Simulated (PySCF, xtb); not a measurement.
C₅H₃Br, SMILES C(C=C=CBr)#C.

Harmonic wavenumbers (cm⁻¹) from xtb with GFN2-xTB at its own minimum, in rising order: 66, 132, 171, 286, 359, 394, 529, 607, 620, 665, 702, 817, 972, 1111, 1156, 1359, 2030, 2252, 3012, 3074, 3396.

**Question.** What does PBE-D3(BJ)/def2-SVP (PySCF 2.14.0) give at its own minimum? (An estimate is asked for; the answer gives what the named calculation found.)

**Answer.** 69, 140, 187, 323, 391, 448, 580, 627, 650, 654, 713, 828, 943, 1084, 1159, 1359, 1992, 2149, 3031, 3125, 3406. Paired by order, the mean absolute difference is 27 cm⁻¹ and the zero-point energies are 33.9 and 34.1 kcal/mol.
